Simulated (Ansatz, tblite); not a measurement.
Spin states of the cluster Cu3⁺, each relaxed with PBE0-D4/def2-TZVP in Ansatz. Electronic energies in the gas phase.

The xTB rows come from tblite. HSE06 is defined as in plane-wave codes, on full-range PBE exchange. Correlated methods freeze 27 core orbitals. HOMO above LUMO, or a gap near zero within one spin, warns that the state may not be the lowest or that an electron is smeared out. The structure comes from a short search, and lower isomers may exist.

Singlet geometry (D3h within 0.1 Å):

```xyz
3

Cu   -0.034   -1.174    0.735
Cu    1.160    0.757   -0.043
Cu   -1.125    0.417   -0.692
```

Triplet geometry (D∞h within 0.1 Å):

```xyz
3

Cu    0.935    1.336    1.889
Cu   -0.933   -1.338   -1.889
Cu   -0.002    0.002    0.000
```

Quintet geometry (C2v within 0.1 Å):

Cartesian coordinates in Å:
```
Cu -0.2706 1.6120 -0.3010
Cu 0.8853 -0.5389 -0.8093
Cu -0.6147 -1.0731 1.1103
```

⟨S²⟩: triplet 2.01 at PBE0-D4/def2-TZVP (pure 2.00), quintet 6.01 at PBE0-D4/def2-TZVP (pure 6.00).

Run but left out: HF/STO-3G (triplet: ⟨S²⟩ 5.97, where a pure state has 2.00); GFN2-xTB (tight binding far off the other levels); HF/STO-3G, HF/def2-TZVP (quintet: ⟨S²⟩ 6.32 to 9.39, where a pure state has 6.00).

Only these spin states were relaxed. The triplet has other bonds than the singlet, so the gap mixes isomer and spin.

```
               level  triplet − singlet (kJ/mol)  quintet − singlet (kJ/mol)  lowest of these                                  remarks
            GFN1-xTB                       161.2                       395.4          singlet                                        –
    PBE-D4/def2-TZVP                       201.7                       506.5          singlet  gap within one spin near zero (quintet)
r2SCANh-D4/def2-TZVP                       195.2                       507.9          singlet                                        –
   PBE0-D4/def2-TZVP                       190.3                       549.8          singlet                                        –
   RPA@PBE/def2-TZVP                       161.2                       406.0          singlet                                        –
```

Task: Estimate the rows for r2SCAN-D4/def2-TZVP, B97M-V/def2-TZVP, HSE06-D4/def2-TZVP, CAM-B3LYP-D4/def2-TZVP.

Result: 
```
                 level  triplet − singlet (kJ/mol)  quintet − singlet (kJ/mol)  lowest of these
   r2SCAN-D4/def2-TZVP                       200.9                       491.2          singlet
      B97M-V/def2-TZVP                       198.1                       501.9          singlet
    HSE06-D4/def2-TZVP                       189.8                       549.1          singlet
CAM-B3LYP-D4/def2-TZVP                       189.1                       579.2          singlet
```

The xTB methods have no spin-polarisation term.
